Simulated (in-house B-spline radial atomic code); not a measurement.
Li. Computed with a B-spline radial atomic code. Model: all-electron spherical atom, spin shells full or empty, radial basis limit, no spin-orbit coupling: exact exchange with a local potential (Slater, KLI or optimised effective potential, whose far tail is KLI's), no correlation.

Empty minority-spin level lies below the highest occupied level: each spin potential is zero at infinity, spin occupations fixed.

The run also made RPA and GW results, which its time includes.

The Slater potential averages the orbital exchange potentials with the orbital densities as weights, KLI adds orbital constants, and the optimised effective potential minimises the exact-exchange energy among local potentials. So their energies lie above Hartree-Fock in the order OEP, KLI, Slater. All fall off as −1/r, unlike LDA and GGA exchange.

Command:
```bash
python run_gw.py task.json out
```
Settings (lengths in bohr, energies in hartree):
```
Z                      3
electrons              3
configuration          [He] 2s1
hamiltonian            nr
method                 slater
lmax                   9
spin_polarised         True
box_radius             40
intervals              63
ion_configuration      1s2
```

Time taken, with all properties: 2.5 s on 1 thread of Arm Neoverse N1 (shared host).

Given: hamiltonian non-relativistic; mean-field start Slater potential.

Computed: energy above Hartree-Fock 5.8535 millihartree; virial ratio -E/T less 1 -0.017517.

```json
{"radius (bohr)": "0.0167", "r times exchange potential up (hartree bohr)": "-0.045914", "r times exchange potential down (hartree bohr)": "-0.044555"}
{"radius (bohr)": "0.0198", "r times exchange potential up (hartree bohr)": "-0.054406", "r times exchange potential down (hartree bohr)": "-0.052796"}
{"radius (bohr)": "0.0236", "r times exchange potential up (hartree bohr)": "-0.064793", "r times exchange potential down (hartree bohr)": "-0.062878"}
{"radius (bohr)": "0.0281", "r times exchange potential up (hartree bohr)": "-0.077058", "r times exchange potential down (hartree bohr)": "-0.074783"}
{"radius (bohr)": "0.0334", "r times exchange potential up (hartree bohr)": "-0.091451", "r times exchange potential down (hartree bohr)": "-0.088756"}
{"radius (bohr)": "0.0398", "r times exchange potential up (hartree bohr)": "-0.10873", "r times exchange potential down (hartree bohr)": "-0.10554"}
{"radius (bohr)": "0.0474", "r times exchange potential up (hartree bohr)": "-0.12911", "r times exchange potential down (hartree bohr)": "-0.12533"}
{"radius (bohr)": "0.0564", "r times exchange potential up (hartree bohr)": "-0.15299", "r times exchange potential down (hartree bohr)": "-0.14853"}
{"radius (bohr)": "0.0671", "r times exchange potential up (hartree bohr)": "-0.18101", "r times exchange potential down (hartree bohr)": "-0.17576"}
{"radius (bohr)": "0.0799", "r times exchange potential up (hartree bohr)": "-0.21389", "r times exchange potential down (hartree bohr)": "-0.20774"}
{"radius (bohr)": "0.0951", "r times exchange potential up (hartree bohr)": "-0.252", "r times exchange potential down (hartree bohr)": "-0.24484"}
{"radius (bohr)": "0.113", "r times exchange potential up (hartree bohr)": "-0.29543", "r times exchange potential down (hartree bohr)": "-0.28715"}
{"radius (bohr)": "0.135", "r times exchange potential up (hartree bohr)": "-0.34651", "r times exchange potential down (hartree bohr)": "-0.33699"}
{"radius (bohr)": "0.16", "r times exchange potential up (hartree bohr)": "?", "r times exchange potential down (hartree bohr)": "?"}
{"radius (bohr)": "0.191", "r times exchange potential up (hartree bohr)": "-0.46448", "r times exchange potential down (hartree bohr)": "-0.45249"}
{"radius (bohr)": "0.227", "r times exchange potential up (hartree bohr)": "-0.5311", "r times exchange potential down (hartree bohr)": "-0.51799"}
{"radius (bohr)": "0.27", "r times exchange potential up (hartree bohr)": "-0.60157", "r times exchange potential down (hartree bohr)": "-0.58755"}
{"radius (bohr)": "0.322", "r times exchange potential up (hartree bohr)": "-0.67452", "r times exchange potential down (hartree bohr)": "-0.65993"}
{"radius (bohr)": "0.383", "r times exchange potential up (hartree bohr)": "-0.74495", "r times exchange potential down (hartree bohr)": "-0.73021"}
{"radius (bohr)": "0.456", "r times exchange potential up (hartree bohr)": "-0.81111", "r times exchange potential down (hartree bohr)": "-0.79671"}
{"radius (bohr)": "0.542", "r times exchange potential up (hartree bohr)": "-0.86885", "r times exchange potential down (hartree bohr)": "-0.8553"}
{"radius (bohr)": "0.646", "r times exchange potential up (hartree bohr)": "-0.91638", "r times exchange potential down (hartree bohr)": "-0.90481"}
{"radius (bohr)": "0.768", "r times exchange potential up (hartree bohr)": "-0.94807", "r times exchange potential down (hartree bohr)": "-0.94223"}
{"radius (bohr)": "0.915", "r times exchange potential up (hartree bohr)": "-0.95455", "r times exchange potential down (hartree bohr)": "-0.96863"}
{"radius (bohr)": "1.09", "r times exchange potential up (hartree bohr)": "-0.90765", "r times exchange potential down (hartree bohr)": "-0.98498"}
{"radius (bohr)": "1.3", "r times exchange potential up (hartree bohr)": "-0.77471", "r times exchange potential down (hartree bohr)": "-0.99386"}
{"radius (bohr)": "1.54", "r times exchange potential up (hartree bohr)": "-0.6422", "r times exchange potential down (hartree bohr)": "-0.99781"}
{"radius (bohr)": "1.84", "r times exchange potential up (hartree bohr)": "-0.62422", "r times exchange potential down (hartree bohr)": "-0.99941"}
{"radius (bohr)": "2.18", "r times exchange potential up (hartree bohr)": "-0.68467", "r times exchange potential down (hartree bohr)": "-0.99987"}
{"radius (bohr)": "2.6", "r times exchange potential up (hartree bohr)": "-0.76626", "r times exchange potential down (hartree bohr)": "-0.99998"}
{"radius (bohr)": "3.09", "r times exchange potential up (hartree bohr)": "?", "r times exchange potential down (hartree bohr)": "?"}
{"radius (bohr)": "3.68", "r times exchange potential up (hartree bohr)": "-0.90433", "r times exchange potential down (hartree bohr)": "-1"}
{"radius (bohr)": "4.38", "r times exchange potential up (hartree bohr)": "-0.94929", "r times exchange potential down (hartree bohr)": "-1"}
{"radius (bohr)": "5.22", "r times exchange potential up (hartree bohr)": "-0.9773", "r times exchange potential down (hartree bohr)": "-1"}
{"radius (bohr)": "6.21", "r times exchange potential up (hartree bohr)": "-0.99159", "r times exchange potential down (hartree bohr)": "-1"}
{"radius (bohr)": "7.39", "r times exchange potential up (hartree bohr)": "-0.99754", "r times exchange potential down (hartree bohr)": "-1"}
{"radius (bohr)": "8.8", "r times exchange potential up (hartree bohr)": "-0.99946", "r times exchange potential down (hartree bohr)": "-1"}
```

Q: What belongs in the row 0.16?

A: r times exchange potential up (hartree bohr): -0.40135; r times exchange potential down (hartree bohr): -0.39061.

Q: What belongs in the row 3.09?

A: r times exchange potential up (hartree bohr): -0.84169; r times exchange potential down (hartree bohr): -1.

```json
{"occupied": "1s up", "level (hartree)": "-2.4347", "Hartree-Fock level (hartree)": "-2.4867"}
{"occupied": "1s down", "level (hartree)": "-2.4208", "Hartree-Fock level (hartree)": "-2.4687"}
{"occupied": "2s up", "level (hartree)": "-0.21306", "Hartree-Fock level (hartree)": "-0.19637"}
```

| empty | level (hartree) |
| --- | --- |
| 2s down | -0.28687 |
| 2p down | ? |
| 2p up | -0.14543 |
| 3s down | ? |
| 3s up | -0.077751 |
| 3p down | -0.07272 |
| 3p up | -0.062081 |
| 3d down | -0.057702 |
| 3d up | -0.055599 |

Q: What belongs in the row 2p down?

A: level (hartree): -0.21806.

Q: What belongs in the row 3s down?

A: level (hartree): -0.087553.

The highest level, 2s up, differs from Hartree-Fock by -0.45 eV and the deepest, 1s up, by +1.41 eV: the Slater potential lacks the response part and is deeper than the optimised one throughout, so the top level comes too deep.
